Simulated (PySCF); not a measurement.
C2Hf, neutral, multiplicity 3. Atoms are numbered in the order given.

```xyz
3

Hf     0.0000     0.0000     0.2849
C      0.0000    -0.6337    -1.7095
C      0.0000     0.6337    -1.7095
```
Charge 0, spin multiplicity 3.

The structure is a stationary point at PBE0-D3(BJ)/def2-TZVP. The spin state was assumed, not searched. The def2 effective core potentials stand for the cores of Hf; spin–orbit coupling is left out.

Calculation: PBE/def2-TZVPD (PySCF).

The molecule is in vacuum.

Computed frontier levels, dipole moment and polarisability:
- α spin, highest occupied and lowest empty level = -4.02 and -3.62 eV
- β spin, highest occupied and lowest empty level = -6.08 and -3.43 eV
- dipole moment = 5.13 D
- quadrupole, principal values (traceless, Buckingham form, about the centre of nuclear charge) = -1.42, -0.39, 1.81 D·Å
- mean static polarisability = 102.6 bohr³ (15.21 Å³)
- polarisability, principal values = 94.7, 104.2, 109.0 bohr³
- ⟨S²⟩ = 2.006 (pure state 2.00)
